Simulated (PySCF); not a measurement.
BF3.

```xyz
4

F      1.3156     0.0000     0.0000
B      0.0000     0.0000     0.0000
F     -0.6578    -1.1394     0.0000
F     -0.6578     1.1394     0.0000
```

The structure is a stationary point at B3LYP-D3(BJ)/def2-TZVP.

These are PBE0/pcSseg-1 in PySCF values and carry that method's errors. Non-relativistic, no solvent.

Problem. Give the absolute GIAO shielding of each atom: isotropic value and principal components (ppm). (The exact figures need the calculation; the answer reports its results.)

Solution. 
| atom | σ(iso) | σ11 | σ22 | σ33 | span |
|---|---|---|---|---|---|
| F1 | 299.0 | 165.2 | 361.9 | 369.9 | 204.7 |
| B2 | 88.8 | 79.0 | 93.7 | 93.7 | 14.7 |
| F3 | 299.0 | 165.2 | 361.9 | 369.9 | 204.7 |
| F4 | 299.0 | 165.2 | 361.9 | 369.9 | 204.7 |
